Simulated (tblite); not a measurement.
C5H9ClO2.
Cartesian coordinates in Å at the GFN2-xTB level; atoms count from 1:
```xyz
17
C5H9ClO2 angstrom
C     -2.5091    0.7256    0.8616
O     -1.1054    0.6904    0.9027
C     -0.5498   -0.3067    0.0792
C      0.9692   -0.1203    0.0814
C      1.6988   -1.3219   -0.5279
C      1.3232    1.0959   -0.7273
O      0.7320    1.5772   -1.6315
Cl     2.8780    1.7812   -0.2337
H     -2.9412   -0.2215    1.2082
H     -2.8702    0.9291   -0.1535
H     -2.8173    1.5305    1.5250
H     -0.8058   -1.3066    0.4638
H     -0.9370   -0.2195   -0.9469
H      1.2975    0.0279    1.1129
H      1.3708   -1.4845   -1.5520
H      1.4873   -2.2149    0.0541
H      2.7719   -1.1498   -0.5260
```

Method: GFN2-xTB as coded in tblite; computed harmonic values from a numerical Hessian at the method's own geometry, unscaled. Against measured fundamentals such values can be off by several per cent, at times by over 20. One conformer, not necessarily the lowest.

Harmonic wavenumbers (cm⁻¹): 31.6, 55.0, 81.7, 151.8, 195.5, 203.5, 227.1, 265.8, 312.5, 400.2, 444.7, 480.9, 637.2, 696.1, 885.7, 943.8, 965.9, 993.3, 1083.5, 1096.0, 1120.8, 1124.9, 1137.4, 1185.8, 1207.5, 1247.8, 1304.1, 1346.5, 1400.5, 1405.6, 1467.6, 1477.9, 1485.3, 1487.2, 1489.5, 1838.7, 2845.0, 2882.6, 2899.4, 2923.4, 2973.6, 3034.4, 3043.5, 3046.8, 3051.3.

A = 2700, B = 962.7, C = 840.0 MHz; mass 136.029 u (most abundant isotopes); point group C1, symmetry number 1.

Problem. What is the zero-point energy?

Solution. ½Σν̃ = 29289 cm⁻¹ = 83.74 kcal/mol.

Problem. What is S at 200 K and 1 bar for an ideal gas of classical rigid rotors and harmonic oscillators?

Solution. Translation 38.68, rotation 28.19, vibration 20.97: S = 87.8 cal/(mol K).

Problem. And Cp and H(200 K) − H(0)?

Solution. Cp = 27.66 cal/(mol K), of which vibrations give 19.72 (their classical limit is 45 R = 89.4); H(200 K) − H(0) = 3.75 kcal/mol without the zero-point energy, 2.16 from vibrations.

Problem. How do the functions run with temperature in this model?

Solution. 
```csv
T (K),S (cal/(mol K)),Cp (cal/(mol K)),H − H(0) (kcal/mol),G − H(0) (kcal/mol),ln q(vib)
150,80.4,23.9,2.46,-9.61,3.73
250,94.4,31.4,5.23,-18.38,6.45
298.15,100.3,35.2,6.83,-23.07,7.68
400,111.7,43.3,10.83,-33.87,10.19
600,132.0,56.7,20.89,-58.28,14.84
900,157.7,70.1,40.07,-101.86,21.29
```

q(vib) and H(0) count from the zero-point level.

Problem. What must be added to the electronic energy to get the Gibbs energy at 200 K and 1 bar?

Solution. ZPE + [H(200 K) − H(0)] − T·S = 83.74 + 3.75 − 17.57 = 69.92 kcal/mol.

Problem. Blend soft modes into free rotors: weight 1/[1 + (100 cm⁻¹/ν̃)⁴] for the oscillator and the rest for a rotor with moment μB/(μ + B), μ = h/(8π²ν), B = 10⁻⁴⁴ kg m². What vibrational entropy results?

Solution. 18.74 cal/(mol K) in place of 20.97, which changes −T·S at 200 K by +0.45 kcal/mol.

Problem. Which modes carry the vibrational entropy at 200 K?

Solution. 31.6 cm⁻¹: 4.94; 55.0 cm⁻¹: 3.84; 81.7 cm⁻¹: 3.07; 151.8 cm⁻¹: 1.91; 195.5 cm⁻¹: 1.47; 203.5 cm⁻¹: 1.40 cal/(mol K); the other 39 give 4.35 together.

Hindered rotation and anharmonicity are outside this model. Other conformers, if any are populated, would add a mixing term that is left out. The structure is chiral; the term R ln 2 for an equal mix with its mirror image is left out.
